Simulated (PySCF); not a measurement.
Input for PySCF: R-B3LYP/LANL2DZ on H3NSn (SMILES [NH2][SnH]), a point of a bond scan (R = 1.968 Å).

```python
from pyscf import gto, scf, dft, mp
from pyscf.data.elements import chemcore

mol = gto.M(
    atom='''
    Sn   -0.11927895    0.17664945    0.24401699
    H    -0.61798940    1.48776895   -1.13567446
    N     0.67637723   -1.05570039   -1.15735305
    H     0.70027728   -0.86642154   -2.14802155
    H     1.10168186   -1.94472436   -0.94110888
    ''',
    basis='lanl2dz',
    ecp={'Sn': 'lanl2dz'},
    charge=0, spin=0, verbose=3, max_memory=1800)
mf = dft.RKS(mol, xc='b3lyp')
mf.conv_tol = 1e-8
mf.max_cycle = 100
mf.kernel()
if not mf.converged:
    mf = mf.newton().run(mf.mo_coeff, mf.mo_occ)
```

Output:

```
converged SCF energy = -59.9238388984235
```

Self-consistency was reached.

Cost: around 1.6 core-seconds (rough).
